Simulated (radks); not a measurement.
Initial-state core-level shifts of the tellurium ion Te2+ when its valence configuration changes from [Kr] 4d10 5s2 5p2. Calculated with a radial shooting solver on a logarithmic mesh with Libxc functionals: Dirac Kohn-Sham, PBEsol, spin-unpolarised, spherical densities, point nucleus; open shells fill j = l - 1/2 first. Shifts are changes of the shell-averaged eigenvalues in eV (positive: less bound).

| valence | 2p | 3p | 4s | 4p |
|---|---|---|---|---|
| 4d9 5s2 5p3 | -9.889 | -9.469 | -8.029 | -7.703 |
| 4d10 5s1 5p3 | -1.512 | -1.536 | -1.515 | -1.503 |
| 4d10 5p4 | -2.983 | -3.033 | -2.991 | -2.965 |
| 4d10 5s1.5 5p2.5 | -0.761 | -0.773 | -0.763 | -0.757 |
| 4d9 5s1 5p4 | -11.333 | -10.937 | -9.465 | -9.124 |
| 4d8.5 5s2 5p3.5 | -14.933 | -14.270 | -12.029 | -11.535 |
| 4d8 5s2 5p4 | -20.044 | -19.117 | -16.021 | -15.354 |
| 4d10 5s0.5 5p3.5 | -2.253 | -2.290 | -2.258 | -2.239 |
